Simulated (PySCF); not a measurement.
H7Si3, SMILES [SiH3][SiH][SiH3], multiplicity 2.

The structure is a stationary point at B3LYP-D3(BJ)/def2-SVP. The isomer is the one that the SMILES or the coordinates give; other isomers of the formula were not compared.

All values below come from TDA-PBE/def2-SVPD run with PySCF 2.14.0.

Vertical excitations. Isolated molecule, no solvent.

Computed excitation energies, oscillator strengths and character:
```
state    energy (eV)  λ (nm)      f                                                 main pairs
-------  -----------  ------  -----  ---------------------------------------------------------
root 1          3.23     384  0.003                                           β HOMO→LUMO 99 %
root 2          3.92     316  0.002                       α HOMO→LUMO 28 %, β HOMO−1→LUMO 71 %
root 3          4.10     303  0.000                       α HOMO→LUMO 70 %, β HOMO−1→LUMO 27 %
root 4          4.48     276  0.004                                         α HOMO→LUMO+1 96 %
root 5          4.57     271  0.012                                         α HOMO→LUMO+2 93 %
root 6          4.79     259  0.002  α HOMO→LUMO+3 9 %, β HOMO−2→LUMO 72 %, β HOMO−3→LUMO 18 %
root 7          4.83     257  0.001  α HOMO→LUMO+3 8 %, β HOMO−3→LUMO 78 %, β HOMO−2→LUMO 12 %
root 8          4.89     253  0.017                                         α HOMO→LUMO+4 93 %
root 9          4.94     251  0.004                     α HOMO→LUMO+5 10 %, β HOMO−4→LUMO 86 %
root 10         5.00     248  0.082                     α HOMO→LUMO+3 73 %, β HOMO−2→LUMO 13 %
```
Unrestricted roots are not spin-pure.
